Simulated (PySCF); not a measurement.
GeH3ITe, SMILES [GeH3][Te]I. Coordinates come from a B3LYP-D3(BJ)/def2-SVP optimisation. The structure was generated by enumeration, and PubChem lists no compound with its InChIKey, so it may never have been made. The def2 effective core potentials stand for the cores of I, Te; spin–orbit coupling is left out.

Computed equilibrium geometry at B3LYP-D3(BJ)/def2-SVP (PySCF confirms it by a frequency run) as Cartesian coordinates in Å, and its point group:
point group Cs.
```xyz
6

Te     1.1090    -0.4583     0.0000
I     -0.4455     1.8206     0.0000
Ge    -0.9421    -2.0494     0.0000
H     -0.3510    -3.4744     0.0000
H     -1.7795    -1.8024     1.2666
H     -1.7795    -1.8024    -1.2666
```
Charge 0, spin multiplicity 1.
